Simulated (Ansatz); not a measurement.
**Worked example: BH2Br + NaI → BH2I + NaBr**

Species: BH2Br `BBr`, singlet; NaI (Sodium Iodide), singlet; BH2I `BI`, singlet; NaBr, singlet. The partners trade Br for I: B–Br and Na–I bonds give way to B–I and Na–Br.

Shapes, held fixed at every level: PBE0-D4/def2-TZVP. Programs: Ansatz 0.2.0. The zero-point and thermal change to 298 K, harmonic and unscaled (PBE0-D4/def2-TZVP), is -1.0 kJ/mol.

At CCSD(T)/def2-TZVPP; 1 Eh = 2625.50 kJ/mol:

```
species   energy (Eh)
  BH2Br  -2598.702326
    NaI   -459.252961
   BH2I   -323.125743
   NaBr  -2734.820623
```

Work out ΔH(298 K) of the reaction at this level.


1. Products less reactants: (-323.125743) + (-2734.820623) − [(-2598.702326) + (-459.252961)] = 0.008921 Eh = +23.4 kJ/mol.
2. With the thermal change: +23.4 + (-1.0) = +22.4 kJ/mol.

Other levels give +22.7 (B3LYP-D4/def2-TZVPP) to +31.2 kJ/mol (HF/def2-TZVPP). No measured value is set beside it here. For atoms past krypton def2 sets carry core potentials with scalar relativity. Relativity is left out for Br unless named. Correlated rows may include outer-core shells of Br, I, Na, which these sets cover unevenly.
